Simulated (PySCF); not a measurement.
**Ru(2+) (ruthenium, charge +2) across methods**

[Kr] 4d6, high-spin 5D determinant. Computed with PySCF 2.14 in aug-cc-pVDZ-PP with ECP28MDF (5s5p4d2f, 54 functions), with scalar relativity through the core potential.

```json
{"method": "PBE0", "E (hartree)": "-93.5903", "mean ε 4p β (eV)": "-67.372", "mean ε 4d α (eV)": "-27.107", "mean ε 4d β (eV)": "-24.136", "Σ⟨r²⟩ (bohr²)": "27.68", "⟨S²⟩": "6.001"}
{"method": "UHF", "E (hartree)": "-93.03311", "mean ε 4p β (eV)": "-74.043", "mean ε 4d α (eV)": "-31.889", "mean ε 4d β (eV)": "-27.802", "Σ⟨r²⟩ (bohr²)": "27.44", "⟨S²⟩": "6.003"}
{"method": "BHandHLYP", "E (hartree)": "-93.5213", "mean ε 4p β (eV)": "-69.971", "mean ε 4d α (eV)": "-28.765", "mean ε 4d β (eV)": "-25.686", "Σ⟨r²⟩ (bohr²)": "27.60", "⟨S²⟩": "6.002"}
{"method": "LDA", "E (hartree)": "-93.3586", "mean ε 4p β (eV)": "-64.818", "mean ε 4d α (eV)": "-25.396", "mean ε 4d β (eV)": "-22.573", "Σ⟨r²⟩ (bohr²)": "28.07", "⟨S²⟩": "6.001"}
{"method": "r2SCAN", "E (hartree)": "-93.6269", "mean ε 4p β (eV)": "-65.546", "mean ε 4d α (eV)": "-25.629", "mean ε 4d β (eV)": "-22.470", "Σ⟨r²⟩ (bohr²)": "27.64", "⟨S²⟩": "6.002"}
{"method": "PW91", "E (hartree)": "-93.6347", "mean ε 4p β (eV)": "-64.791", "mean ε 4d α (eV)": "-25.323", "mean ε 4d β (eV)": "-22.642", "Σ⟨r²⟩ (bohr²)": "27.86", "⟨S²⟩": "6.001"}
{"method": "B97-3", "E (hartree)": "-93.6095", "mean ε 4p β (eV)": "-67.646", "mean ε 4d α (eV)": "-27.039", "mean ε 4d β (eV)": "-24.280", "Σ⟨r²⟩ (bohr²)": "27.61", "⟨S²⟩": "6.001"}
{"method": "BP86", "E (hartree)": "-93.6587", "mean ε 4p β (eV)": "-64.898", "mean ε 4d α (eV)": "-25.317", "mean ε 4d β (eV)": "-22.763", "Σ⟨r²⟩ (bohr²)": "27.84", "⟨S²⟩": "6.001"}
{"method": "PBE", "E (hartree)": "-93.5911", "mean ε 4p β (eV)": "-64.706", "mean ε 4d α (eV)": "-25.255", "mean ε 4d β (eV)": "-22.555", "Σ⟨r²⟩ (bohr²)": "27.87", "⟨S²⟩": "6.001"}
```

Energies and moments cover only the electrons outside the core potential.
